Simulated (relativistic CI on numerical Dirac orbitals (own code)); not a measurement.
Calculated at this level of theory: Dirac-Coulomb-Breit CI, separate exchange-only KLI orbitals for each configuration, QED by a radiative potential, unscaled Slater integrals (own radial code, finite nucleus).

Configurations in the expansion (outside the closed core 1s2): 2s2 2p5, 2s 2p6, 2p6 3s, 2s2 2p4 3s, 2p6 3p, 2s2 2p4 3p, 2p6 3d, 2s2 2p4 3d, 2s 2p5 3s, 2s 2p5 3p, 2s 2p5 3d, 2s2 2p4 4s, 2s2 2p4 4p, 2s2 2p4 4d, 2s2 2p4 4f, 2s2 2p3 3s2, 2s2 2p3 3s 3p, 2s 2p5 4s, 2s2 2p4 5s, 2s2 2p3 3s 3d, 2s2 2p4 5p, 2s 2p5 4p, 2s2 2p3 3p2, 2s2 2p4 5d, 2s2 2p4 5f, 2s2 2p4 5g, 2s 2p5 4d, 2s 2p5 4f, 2s2 2p3 3p 3d, 2s 2p4 3s2, 2s2 2p3 3d2, 2s 2p4 3s 3p, 2s 2p4 3s 3d, 2s 2p4 3p2, 2s 2p5 5s, 2s 2p4 3p 3d. Levels of other configurations are missing.

At this charge energies of transitions that change n are usually good to better than 1 %, and those within a shell (Δn = 0) to a few per cent.

Outline of the computed level scheme of Pt LXX. Lowest level of each configuration: 2s2 2p5 2P°_3/2 at 0.0 eV; 2s 2p6 2S_1/2 at 2296.5 eV; 2s2 2p4 3s 4P_5/2 at 9413.0 eV; 2s2 2p4 3p 4P°_3/2 at 9562.0 eV; 2s2 2p4 3d 4D_3/2 at 10219.1 eV; 2s 2p5 3s 4P°_5/2 at 11643.1 eV; 2s 2p5 3p 4P_3/2 at 11798.8 eV.

Some strong electric-dipole decays among the lowest 45 levels: 2s2 2p4 3d 2P_3/2 → 2s2 2p5 2P°_3/2 (2.5e+15 s⁻¹); 2s2 2p4 3d 2D_5/2 → 2s2 2p5 2P°_3/2 (2.0e+15 s⁻¹); 2s2 2p4 3d 2D_5/2 → 2s2 2p5 2P°_3/2 (1.3e+15 s⁻¹); 2s2 2p4 3d 2P_1/2 → 2s2 2p5 2P°_3/2 (9.6e+14 s⁻¹); 2s 2p5 3p 2D_5/2 → 2s2 2p5 2P°_3/2 (6.6e+14 s⁻¹); 2s2 2p4 3d 4P_1/2 → 2s2 2p5 2P°_3/2 (4.6e+14 s⁻¹); 2s2 2p4 3s 2P_3/2 → 2s2 2p5 2P°_3/2 (3.0e+14 s⁻¹); 2s 2p5 3p 4P_3/2 → 2s2 2p5 2P°_3/2 (2.4e+14 s⁻¹).

LS names give the leading component of a level, which can be under half, so a name can repeat, a term be missing and a line seem to break the LS rules.
